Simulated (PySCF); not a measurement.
Correlation energy of Ir+ (iridium, charge +1)

[Xe] 4f14 5d6 6s2, high-spin 5D determinant (an excited configuration). All numbers are calculated (PySCF 2.14, scalar relativity through the core potential, in aug-cc-pVTZ-PP with ECP60MDF (6s6p5d3f2g, 88 functions)). Frozen: 5s2 5p6; 8 electrons correlated.

```csv
level,correlation energy (mhartree)
CCSD,-194.33
(T),-7.76
CCSD(T),-202.09
```

Diagnostics: T1 = 0.015, D1 = 0.0551, largest double amplitude 0.064.

Spin-orbit coupling, absent here, splits the open shell strongly.

Cost of the coupled-cluster step: roughly 14 core-seconds, for 8 correlated electrons.

Iterations:

```
CC2 = 0
CCSD nocc = (np.int64(6), np.int64(2)), nmo = (84, 84)
frozen orbitals [[0, 1, 2, 3], [0, 1, 2, 3]]
max_cycle = 100
direct = 0
conv_tol = 1e-08
conv_tol_normt = 1e-06
diis_space = 8
diis_start_cycle = 0
Init t2, MP2 energy = -0.192667836413971
Init E_corr(UCCSD) = -0.192667836417208
cycle = 1  E_corr(UCCSD) = -0.190813481136145  dE = 0.00185435528  norm(t1,t2) = 0.047619
cycle = 2  E_corr(UCCSD) = -0.193406616916654  dE = -0.00259313578  norm(t1,t2) = 0.0168329
cycle = 3  E_corr(UCCSD) = -0.194223187071182  dE = -0.000816570155  norm(t1,t2) = 0.0109431
cycle = 4  E_corr(UCCSD) = -0.194095496532775  dE = 0.000127690538  norm(t1,t2) = 0.011533
cycle = 5  E_corr(UCCSD) = -0.194334182820895  dE = -0.000238686288  norm(t1,t2) = 0.0079016
cycle = 6  E_corr(UCCSD) = -0.194316689587249  dE = 1.74932336e-05  norm(t1,t2) = 0.00181792
cycle = 7  E_corr(UCCSD) = -0.194333592460959  dE = -1.69028737e-05  norm(t1,t2) = 0.00046469
cycle = 8  E_corr(UCCSD) = -0.194334647714299  dE = -1.05525334e-06  norm(t1,t2) = 0.000114336
cycle = 9  E_corr(UCCSD) = -0.194333087046467  dE = 1.56066783e-06  norm(t1,t2) = 3.83786e-05
cycle = 10  E_corr(UCCSD) = -0.194333165846806  dE = -7.88003387e-08  norm(t1,t2) = 1.15084e-05
cycle = 11  E_corr(UCCSD) = -0.194333230610322  dE = -6.47635169e-08  norm(t1,t2) = 4.119e-06
cycle = 12  E_corr(UCCSD) = -0.194333214665556  dE = 1.59447666e-08  norm(t1,t2) = 9.2197e-07
cycle = 13  E_corr(UCCSD) = -0.194333213888687  dE = 7.76868792e-10  norm(t1,t2) = 2.46648e-07
UCCSD converged
E(UCCSD) = -103.4747415094159  E_corr = -0.1943332138886871
UCCSD(T) correction = -0.00775950600917687
```
